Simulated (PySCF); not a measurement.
**CdBr⁺: script and output**

The script input.py:

```python
from pyscf import gto, scf
from pyscf.prop.polarizability import rhf as pol

mol = gto.M(
    atom='Cd 0 0 0; Br 0 0 2.432',
    basis='lanl2dz',
    ecp={'Cd': 'lanl2dz', 'Br': 'lanl2dz'},
    charge=1,
    spin=0,
    verbose=4,
)
mf = scf.RHF(mol)
mf.kernel()
print('polarizability (a.u.)')
print(pol.Polarizability(mf).polarizability().round(4))
mf.dip_moment()
print('orbital energies (hartree):', mf.mo_energy[..., max(0, mol.nelec[1]-3):mol.nelec[0]+3].round(4))
```

```bash
$ OMP_NUM_THREADS=1 python input.py
```

The log (some set-up lines and the per-cycle HOMO/LUMO lines with their warnings removed):

```
PySCF version 2.14.0

[INPUT] verbose = 4
[INPUT] num. atoms = 2
[INPUT] num. electrons = 18
[INPUT] charge = 1
[INPUT] spin (= nelec alpha-beta = 2S) = 0
[INPUT] symmetry False subgroup None
[INPUT] Mole.unit = angstrom
[INPUT] Symbol           X                Y                Z      unit          X                Y                Z       unit  Magmom
[INPUT]  1 Cd     0.000000000000   0.000000000000   0.000000000000 AA    0.000000000000   0.000000000000   0.000000000000 Bohr   0.0
[INPUT]  2 Br     0.000000000000   0.000000000000   2.432000000000 AA    0.000000000000   0.000000000000   4.595813934942 Bohr   0.0

nuclear repulsion = 18.2775023508553
number of shells = 10
number of NR pGTOs = 44
number of NR cGTOs = 26
basis = lanl2dz
ecp = {'Cd': 'lanl2dz', 'Br': 'lanl2dz'}

******** <class 'pyscf.scf.hf.RHF'> ********
method = RHF
initial guess = minao
damping factor = 0
level_shift factor = 0
DIIS = <class 'pyscf.scf.diis.CDIIS'>
diis_start_cycle = 1
diis_space = 8
diis_damp = 0
SCF conv_tol = 1e-09
SCF conv_tol_grad = None
SCF max_cycles = 50
direct_scf = True
direct_scf_tol = 1e-13
Set gradient conv threshold to 3.16228e-05
Initial guess from minao.
init E= -46.3754073900494
cycle= 1 E= -58.9575762803977  delta_E= -12.6  |g|= 1.01  |ddm|= 4.52
cycle= 2 E= -59.2119808661614  delta_E= -0.254  |g|= 0.252  |ddm|= 1.17
cycle= 3 E= -59.2330854967579  delta_E= -0.0211  |g|= 0.0348  |ddm|= 0.284
cycle= 4 E= -59.2347250750801  delta_E= -0.00164  |g|= 0.0146  |ddm|= 0.0794
cycle= 5 E= -59.2351428566087  delta_E= -0.000418  |g|= 0.00274  |ddm|= 0.0551
cycle= 6 E= -59.2351583571037  delta_E= -1.55e-05  |g|= 0.000593  |ddm|= 0.0107
cycle= 7 E= -59.2351588492027  delta_E= -4.92e-07  |g|= 0.000175  |ddm|= 0.00205
cycle= 8 E= -59.2351588689467  delta_E= -1.97e-08  |g|= 3.84e-05  |ddm|= 0.000309
cycle= 9 E= -59.2351588703374  delta_E= -1.39e-09  |g|= 4.61e-06  |ddm|= 0.000113
cycle= 10 E= -59.2351588703557  delta_E= -1.83e-11  |g|= 5.88e-07  |ddm|= 9.95e-06
Extra cycle  E= -59.2351588703559  delta_E= -2.27e-13  |g|= 1.94e-07  |ddm|= 1.06e-06
converged SCF energy = -59.2351588703559
polarizability (a.u.)
Isotropic polarizability 35.0771013339
Polarizability anisotropy 40.1430310059
[[21.6961 -0.      0.    ]
 [-0.     21.6961  0.    ]
 [ 0.      0.     61.8391]]

WARN: System has nonzero charge 1; the dipole moment is origin-dependent.
Location of origin: [0. 0. 0.]

Dipole moment(X, Y, Z, Debye): -0.00000, -0.00000, -3.94413
orbital energies (hartree): [-0.6319 -0.5885 -0.5885 -0.2879 -0.1519 -0.1519]
```

In short: E(SCF) = -59.235159 Eh, 10 cycles, α(xx, yy, zz) = 21.7, 21.7, 61.8 bohr³.

It ran on Arm Neoverse V2 (1 thread, shared host) in 0.68 s, peak memory 0.11 GiB.

Stability towards an unrestricted solution was not tested. The bond length is a typed value, not an optimised one. The dipole of an ion depends on the origin.
